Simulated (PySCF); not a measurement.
## Electric field gradients and quadrupole coupling constants

C6H9NSi.
Cartesian coordinates in Å at the GFN2-xTB level; atoms count from 1:
```xyz
17
C6H9NSi angstrom
C      2.0927    1.2683   -0.0974
C      2.1149   -0.0150    0.2354
Si     0.5876   -1.1108    0.2700
C     -0.9742   -0.3125    1.0479
C     -1.6265   -0.1518   -0.3494
C     -1.7100    1.2319   -0.7167
N     -1.7341    2.3412   -0.9987
C     -0.5935   -0.9036   -1.2276
H      2.9838    1.8768   -0.1079
H      1.1800    1.7712   -0.3758
H      3.0613   -0.4657    0.5055
H      0.8843   -2.4868    0.6768
H     -1.5653   -0.9545    1.6967
H     -0.8395    0.6375    1.5622
H     -2.6286   -0.5852   -0.4054
H     -1.0065   -1.8225   -1.6370
H     -0.2335   -0.3063   -2.0634
```

Field gradients from the PBE0/pcSseg-1 density (PySCF, non-relativistic), principal values in atomic units, ordered |Vxx| ≤ |Vyy| ≤ |Vzz|:

```
atom     Vxx     Vyy      Vzz
  N7  0.4487  0.4964  -0.9452
```

Q: Find the asymmetry η = (Vxx − Vyy)/Vzz and the couplings χ = eQV/h (234.96 MHz × Q in barn × V in au), with Q(14N) = 0.02044 b.

A: 
| atom | environment | nucleus | η | χzz (MHz) | χxx (MHz) | χyy (MHz) |
| --- | --- | --- | --- | --- | --- | --- |
| N7 | nitrile nitrogen | 14N | 0.05 | -4.539 | 2.155 | 2.384 |

The tensor is traceless: Vxx + Vyy + Vzz = 0.

Q: What is Vzz at N7 in SI units (1 au = 9.71736 × 10²¹ V/m²)?

A: -0.9452 au = -9.184 × 10²¹ V/m².

Were the hydrogens deuterons (Q(2H) = 0.00286 b), χzz would run from 108 kHz (H12) to 222 kHz (H9).

Geometry: GFN2-xTB, one conformer, isolated molecule. GFN2-xTB bond lengths can be off by several hundredths of an ångström, more for odd bonds, and the gradients follow them. These gradients aren't converged with respect to the basis.
